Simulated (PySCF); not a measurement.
**C₆ coefficients of unlike pairs at PBE**

Calculated with PySCF 2.14 from the dipole response of each species, C₆(A,B) = (3/π) ∫ α_A(iu) α_B(iu) du, in atomic units, from isotropic polarisabilities. For ions this is the dispersion term alone; charge-induced terms of lower order in 1/R come first.

```
species                configuration                                    basis      relativity  α (bohr³)  C₆ (like pair)
    N³⁺                [He] 2s2 (1S)             aug-cc-pCVQZ-DK (9s8p6d4f2g)   spin-free X2C      2.090           2.063
    Sb⁺       [Kr] 4d10 5s2 5p2 (3P)  aug-cc-pVTZ-PP with ECP28MDF (6s5p4d2f)  core potential      25.40           202.8
    Cu⁺               [Ar] 3d10 (1S)                  dyall-av2z (16s12p7d2f)            none      7.260           22.86
     Bi  [Xe] 4f14 5d10 6s2 6p3 (4S)    aug-cc-pVDZ-PP with ECP60MDF (5s4p3d)  core potential      53.42           620.4
```

Q: Estimate C₆ for Cu⁺ with Sb⁺.

A: The integral gives 65.43. The combination rule 2 C_A C_B / (C_A α_B/α_A + C_B α_A/α_B) gives 67.21 and the geometric mean 68.08.

No spin-orbit coupling is included, so Bi, close to jj coupling, stand for model states.

The other pairs:

```csv
pair,C₆
"Cu⁺, N³⁺",6.777
"Bi, Sb⁺",349.9
"Bi, N³⁺",33.68
"Sb⁺, N³⁺",20.11
"Bi, Cu⁺",109.0
```
